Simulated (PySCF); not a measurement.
# Electron correlation in S (sulfur, neutral)

[Ne] 3s1 3p5, high-spin 3P determinant (an excited configuration). All numbers are calculated (PySCF 2.14, scalar relativity by spin-free X2C-1e, in dyall-acv3z). Frozen: [Ne]; 6 electrons correlated; the 31 highest virtual orbitals of each spin left out.

| level | correlation energy (mhartree) |
| --- | --- |
| CCSD | -218.77 |
| (T) | -25.09 |
| CCSD(T) | -243.86 |

Diagnostics: T1 = 0.032, D1 = 0.0720, largest double amplitude 0.215.

Task: Is a single reference adequate?

Result: Not fully. T1 exceeds 0.03, a sign that the reference determinant is poor. A double-excitation amplitude exceeds 0.15, a sign of near-degeneracy.
